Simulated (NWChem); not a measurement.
System: C$_{4}$H$_{4}$OS; SMILES C=C1CC(=O)S1

Input file for NWChem:

```
start job
memory heap 200 mb stack 900 mb global 1100 mb
geometry units angstroms noautoz
  C      0.296773    -2.380265     0.000000
  C      0.215014    -1.053274     0.000000
  C      1.258741     0.038829     0.000000
  C      0.234800     1.159873     0.000000
  O      0.306736     2.342913     0.000000
  S     -1.195602     0.029994     0.000000
  H      1.274009    -2.869647     0.000000
  H     -0.592139    -3.014151     0.000000
  H      1.904051     0.064598    -0.894125
  H      1.904051     0.064598     0.894125
end
basis spherical
  * library 6-31+g*
end
dft
  xc hfexch
  iterations 150
  mulliken
end
task dft energy
```

Output (shortened):

```
             Northwest Computational Chemistry Package (NWChem) 7.3.0
             --------------------------------------------------------

 CS  symmetry detected

                             Geometry "geometry" -> ""
                             -------------------------

 Output coordinates in angstroms (scale by  1.889725989 to convert to a.u.)

  No.       Tag          Charge          X              Y              Z
 ---- ---------------- ---------- -------------- -------------- --------------
    1 C                    6.0000     0.33108714    -2.37725418     0.00000000
    2 C                    6.0000     0.23184806    -1.05145584     0.00000000
    3 C                    6.0000     1.26109262     0.05430664     0.00000000
    4 C                    6.0000     0.22246734     1.16175972     0.00000000
    5 O                    8.0000     0.27880691     2.34564497     0.00000000
    6 S                   16.0000    -1.19292083     0.01312890     0.00000000
    7 H                    1.0000     1.31468739    -2.85371560     0.00000000
    8 H                    1.0000    -0.54939428    -3.02279929     0.00000000
    9 H                    1.0000     1.90600700     0.08857734    -0.89412500
   10 H                    1.0000     1.90600700     0.08857734     0.89412500

 Effective nuclear repulsion energy (a.u.)     266.6428368970

      Symmetry information
      --------------------

 Group name             Cs
 Group number              2
 Group order               2
 No. of unique centers     9

  xc_inp: hfexch multiplicative factor not found.

                                 NWChem DFT Module
                                 -----------------

 Summary of "ao basis" -> "ao basis" (spherical)
 ------------------------------------------------------------------------------
       Tag                 Description            Shells   Functions and Types
 ---------------- ------------------------------  ------  ---------------------
 C                          6-31+g*                  8       18   4s3p1d
 O                          6-31+g*                  8       18   4s3p1d
 S                          6-31+g*                 10       22   5s4p1d
 H                          6-31+g*                  2        2   2s

      Symmetry analysis of basis
      --------------------------

        a'         87
        a"         33

            General Information
            -------------------
          SCF calculation type: DFT
          Wavefunction type:  closed shell.
          No. of atoms     :    10
          No. of electrons :    52
           Alpha electrons :    26
            Beta electrons :    26
          Charge           :     0
          Spin multiplicity:     1
          Use of symmetry is: on ; symmetry adaption is: on
          Maximum number of iterations: 150
          AO basis - number of functions:   120
                     number of shells:    58
          Convergence on energy requested:  1.00D-06
          Convergence on density requested:  1.00D-05
          Convergence on gradient requested:  5.00D-04

              XC Information
              --------------
                     Hartree-Fock (Exact) Exchange  1.000

      Superposition of Atomic Density Guess
      -------------------------------------

 Sum of atomic energies:        -624.85988895

      Non-variational initial energy
      ------------------------------

 Total energy =    -628.163052
 1-e energy   =   -1386.115923
 2-e energy   =     491.310034
 HOMO         =      -0.268480
 LUMO         =       0.003322

      Symmetry analysis of molecular orbitals - initial
      -------------------------------------------------

  Numbering of irreducible representations:

     1 a'          2 a"

  Orbital symmetries:

     1 a'          2 a'          3 a'          4 a'          5 a'
     6 a'          7 a'          8 a'          9 a'         10 a"
    11 a'         12 a'         13 a'         14 a'         15 a'
    16 a'         17 a'         18 a"         19 a'         20 a'
    21 a"         22 a'         23 a'         24 a"         25 a'
    26 a"         27 a"         28 a'         29 a"         30 a'
    31 a'         32 a'         33 a'         34 a'         35 a'
    36 a"

     ---------------------------------------------
      Total Density - Mulliken Population Analysis
     ---------------------------------------------

    Atom       Charge   Shell Charges
 -----------   ------   -------------------------------------------------------
    1 C    6     6.66   2.00  0.74  2.05  0.63  1.17  0.00  0.04  0.03
    2 C    6     5.43   2.00  0.72  1.74  0.53  0.88 -0.29 -0.20  0.05
    3 C    6     7.03   2.00  0.72  1.98  0.66  1.09  0.45  0.10  0.03
    4 C    6     5.26   2.00  0.69  1.43  0.49  0.52 -0.05  0.09  0.09
    5 O    8     8.75   2.00  0.95  3.10  0.97  1.74 -0.02 -0.01  0.02
    6 S   16    16.04   2.00  2.00  5.98  1.33  2.93  0.53  1.07  0.08  0.07  0.05
    7 H    1     0.73   0.46  0.27
    8 H    1     0.73   0.46  0.27
    9 H    1     0.69   0.45  0.24
   10 H    1     0.69   0.45  0.24

   convergence    iter        energy       DeltaE   RMS-Dens  Diis-err
 ---------------- ----- ----------------- --------- --------- ---------
 d= 0,ls=0.0,diis     1   -626.0055504602 -8.93D+02  2.20D-02  9.52D-01
 d= 0,ls=0.0,diis     2   -626.0752740817 -6.97D-02  6.79D-03  6.21D-01
 d= 0,ls=0.0,diis     3   -626.1355641997 -6.03D-02  6.06D-03  1.20D-02
 d= 0,ls=0.0,diis     4   -626.1387400500 -3.18D-03  1.24D-03  1.16D-03
 d= 0,ls=0.0,diis     5   -626.1391002158 -3.60D-04  7.58D-04  2.43D-04
  Resetting Diis
 d= 0,ls=0.0,diis     6   -626.1392139721 -1.14D-04  2.38D-04  3.92D-05
 d= 0,ls=0.0,diis     7   -626.1392328953 -1.89D-05  6.07D-05  3.20D-06
 d= 0,ls=0.0,diis     8   -626.1392337873 -8.92D-07  1.62D-05  1.00D-06
 d= 0,ls=0.0,diis     9   -626.1392340612 -2.74D-07  2.84D-05  4.19D-07
 d= 0,ls=0.0,diis    10   -626.1392342380 -1.77D-07  3.95D-06  2.97D-08

         Total DFT energy =     -626.139234238030
      One electron energy =    -1388.938085269202
           Coulomb energy =      551.562309972242
    Exchange-Corr. energy =      -55.406295838077
 Nuclear repulsion energy =      266.642836897007

 Numeric. integr. density =        0.000000000000

                  Occupations of the irreducible representations
                  ----------------------------------------------

                     irrep           alpha         beta
                     --------     --------     --------
                     a'               21.0         21.0
                     a"                5.0          5.0

                       DFT Final Molecular Orbital Analysis
                       ------------------------------------

 Vector   24  Occ=2.000000D+00  E=-4.547662D-01  Symmetry=a"
              MO Center= -2.2D-01, -6.1D-01,  1.1D-16, r^2= 3.0D+00
   Bfn.  Coefficient  Atom+Function         Bfn.  Coefficient  Atom+Function
  ----- ------------  ---------------      ----- ------------  ---------------
    99      0.452900   6 S  pz               23      0.280684   2 C  pz
    27      0.228550   2 C  pz              103      0.226074   6 S  pz
     5      0.219642   1 C  pz               95     -0.170621   6 S  pz
     9      0.131194   1 C  pz               41     -0.130075   3 C  pz
    77     -0.111967   5 O  pz               45     -0.109311   3 C  pz

 Vector   25  Occ=2.000000D+00  E=-4.130977D-01  Symmetry=a'
              MO Center= -1.6D-01,  9.5D-01,  3.0D-16, r^2= 3.1D+00
   Bfn.  Coefficient  Atom+Function         Bfn.  Coefficient  Atom+Function
  ----- ------------  ---------------      ----- ------------  ---------------
    75      0.410742   5 O  px               97      0.400874   6 S  px
    79      0.324686   5 O  px               98      0.237905   6 S  py
    42     -0.226009   3 C  s                57     -0.210838   4 C  px
    39      0.204007   3 C  px               64     -0.194248   4 C  s
    43      0.190073   3 C  px              104      0.180195   6 S  s

 Vector   26  Occ=2.000000D+00  E=-3.460277D-01  Symmetry=a"
              MO Center= -3.4D-01, -8.5D-01,  1.9D-16, r^2= 3.6D+00
   Bfn.  Coefficient  Atom+Function         Bfn.  Coefficient  Atom+Function
  ----- ------------  ---------------      ----- ------------  ---------------
    99      0.485425   6 S  pz                5     -0.318974   1 C  pz
   103      0.319916   6 S  pz                9     -0.258306   1 C  pz
    23     -0.239319   2 C  pz               27     -0.188031   2 C  pz
    95     -0.179138   6 S  pz               77     -0.141961   5 O  pz
    81     -0.119915   5 O  pz               31     -0.076997   2 C  pz

 Vector   27  Occ=0.000000D+00  E= 6.804802D-02  Symmetry=a'
              MO Center=  5.9D-01, -2.2D+00, -1.0D-17, r^2= 1.4D+01
   Bfn.  Coefficient  Atom+Function         Bfn.  Coefficient  Atom+Function
  ----- ------------  ---------------      ----- ------------  ---------------
    10     15.663150   1 C  s                28    -13.864620   2 C  s
    64     -8.330062   4 C  s                46      6.868985   3 C  s
    30      5.957725   2 C  py               12      4.363546   1 C  py
   104     -2.447385   6 S  s                29     -2.405070   2 C  px
    47     -1.818686   3 C  px               66      1.550121   4 C  py

 Vector   28  Occ=0.000000D+00  E= 7.621727D-02  Symmetry=a"
              MO Center=  3.3D-01, -1.4D+00,  3.0D-12, r^2= 1.2D+01
   Bfn.  Coefficient  Atom+Function         Bfn.  Coefficient  Atom+Function
  ----- ------------  ---------------      ----- ------------  ---------------
    31      2.224962   2 C  pz               13     -1.457447   1 C  pz
    49     -1.423173   3 C  pz              107     -1.129253   6 S  pz
    67      0.609679   4 C  pz               27      0.257551   2 C  pz
    23      0.208985   2 C  pz               63      0.167667   4 C  pz
    45      0.126780   3 C  pz               59      0.102845   4 C  pz

[...]
```

Level: Hartree-Fock/6-31+G* (spherical d). Geometry: optimised at PBE0/def2-SVP.
